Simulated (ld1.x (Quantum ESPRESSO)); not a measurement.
Bi: excitation energies, all-electron against TM

bismuth, norm-conserving Troullier–Martins (Kleinman–Bylander form), made with ld1.x (Quantum ESPRESSO) 7.5 (LDA (PZ), scalar-relativistic). Core [Xe] 4f14 5d10, reference 6s2 6p3. Waves: 6s (bound): rc 1.50 bohr; 6p (bound): rc 2.25 bohr; 6d channel at -0.1 Ry: rc 2.20 bohr. Local part: all-electron potential smoothed inside 1.85 bohr (lloc = -1). Core correction: Bessel-smoothed model core inside 1.25 bohr.

Energies are relative to the spin-unpolarised reference configuration 6s2 6p3; without spin polarisation the order of configurations can differ from experiment. Spin-polarised rows fill each open shell by Hund’s rule, majority spin first.

(1) Give the all-electron excitation energy and the error of the potential for: 6s2 6p2; 6s2 6p1; 6s2 6p0; 6s2 6p3.3; 6s1 6p4; 6s2 6p2.5; 6s0 6p5; 6s2 6p3 (spin-polarised); 6s2 6p2 (spin-polarised).

Levels in the configuration 6s2 6p1:

| level | all-electron (eV) | pseudo (eV) |
| --- | --- | --- |
| 6s | -31.121 | -31.260 |
| 6p | -19.549 | -19.649 |

Note: ghost states, extra bound levels that the all-electron valence spectrum of the same l lacks: d at -100.2 eV, s at -35.8 eV. A true bound ghost makes a file unfit for plane-wave use.

## Answers

(1)

| valence configuration | charge | ΔE all-electron (eV) | error AE − PS (meV) |
| --- | --- | --- | --- |
| 6s2 6p2 | +1 | 8.154 | -9.3 |
| 6s2 6p1 | +2 | 23.719 | -67 |
| 6s2 6p0 | +3 | 47.434 | -286 |
| 6s2 6p3.3 | -0.3 | -1.152 | +0.5 |
| 6s1 6p4 | 0 | 10.177 | -35 |
| 6s2 6p2.5 | +0.5 | 3.208 | -2.2 |
| 6s0 6p5 | 0 | 20.722 | -108 |
| 6s2 6p3 (spin-polarised) | 0 | -1.024 | -5.3 |
| 6s2 6p2 (spin-polarised) | +1 | 7.602 | -17 |
